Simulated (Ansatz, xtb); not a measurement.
# C4H6FN2O+: which of two isomers lies lower

Structure I is `COc1c[nH+]c(F)[nH]1`, a singlet and structure II is `FCOc1c[nH]c[nH+]1`, a singlet. Both are isolated ions in the gas phase, relaxed with B3LYP/def2-SVP; the shapes shown needn't be the lowest conformers.

I (Å):

```yaml
atoms:
  - { symbol: C, position_ang: [-2.7993, 1.0041, -1.1439] }
  - { symbol: C, position_ang: [-0.7190, 0.5358, -0.1394] }
  - { symbol: C, position_ang: [-0.1771, -0.3976, -0.9891] }
  - { symbol: C, position_ang: [1.2729, -0.0327, 0.6554] }
  - { symbol: F, position_ang: [2.3198, -0.0904, 1.4031] }
  - { symbol: N, position_ang: [1.0762, -0.7281, -0.4520] }
  - { symbol: N, position_ang: [0.2118, 0.7462, 0.8834] }
  - { symbol: O, position_ang: [-1.8372, 1.2144, -0.0938] }
  - { symbol: H, position_ang: [-2.3635, 1.2785, -2.1174] }
  - { symbol: H, position_ang: [-3.6436, 1.6625, -0.9135] }
  - { symbol: H, position_ang: [-3.1317, -0.0458, -1.1484] }
  - { symbol: H, position_ang: [-0.5513, -0.8486, -1.9018] }
  - { symbol: H, position_ang: [1.7402, -1.3959, -0.8419] }
  - { symbol: H, position_ang: [0.0943, 1.3874, 1.6681] }
```

II (Å):

```xyz
14

C     1.2587    1.9652   -2.7421
C     0.9195    1.2973   -0.5080
C     0.9170    2.4853    0.1888
C     0.9040    0.8084    1.6655
F     0.4325    3.0301   -2.6134
N     0.9150    2.1313    1.5282
N     0.9100    0.2818    0.4318
O     0.9084    0.9691   -1.7895
H     2.2990    2.2912   -2.5701
H     1.1246    1.4885   -3.7218
H     0.8846    3.5133   -0.1566
H     0.9083    2.7903    2.3047
H     0.8920    0.2526    2.6010
H     0.9051   -0.7122    0.2065
```

**Question.** Estimate which is lower in electronic energy at CCSD(T)/def2-SVP + ΔMP2/def2-TZVPP, and by roughly how much.

**Answer.** The CCSD(T)/def2-SVP + ΔMP2/def2-TZVPP calculation puts structure II lower, by 50.1 kJ/mol.

The same difference at several levels:

```csv
level,geometry,E(II) − E(I) (kJ/mol),departure from the last row (kJ/mol),"job, with rough time for the two"
GFN2-xTB,GFN2-xTB,−31.1,+19.0,"optimisation, 0.15 s"
HF/STO-3G,GFN2-xTB,+0.7,+50.8,"single point, 0.4 s"
r2SCAN-D4/def2-SVP,GFN2-xTB,−34.2,+15.9,"single point, 3.7 s"
B3LYP/def2-SVP,B3LYP/def2-SVP,−37.0,+13.1,"optimisation, 33 s"
HF/def2-SVP,B3LYP/def2-SVP,−44.9,+5.2,part of the CCSD(T) run
MP2/def2-SVP,B3LYP/def2-SVP,−46.5,+3.6,part of the CCSD(T) run
CCSD(T)/def2-SVP,B3LYP/def2-SVP,−45.3,+4.8,single point
CCSD(T)/def2-SVP + ΔMP2/def2-TZVPP,B3LYP/def2-SVP,−50.1,,"single point, 83 s"
```

As drawn, both hold the same kinds of bond in the same numbers. Structure I has 1 methyl group, II 0.

HF/STO-3G finds them nearly level. The largest departure from CCSD(T)/def2-SVP + ΔMP2/def2-TZVPP is that of HF/STO-3G, 50.8 kJ/mol. The last row adds to CCSD(T) the change of the MP2 difference between the two basis sets, here −4.8 kJ/mol.

With thermal terms from frequencies at re-optimised GFN2-xTB minima (ideal gas, soft modes damped towards free rotors, one conformer each, 298.15 K, 1 atm): the zero-point term adds +1.8 kJ/mol; ΔH is −49.3 and ΔG −48.5 kJ/mol.

The correlated steps freeze 8 core orbitals. Programs: Ansatz 0.2.0, xtb 6.7.1; the last row on 4 threads of Arm Neoverse V1 on a shared host.
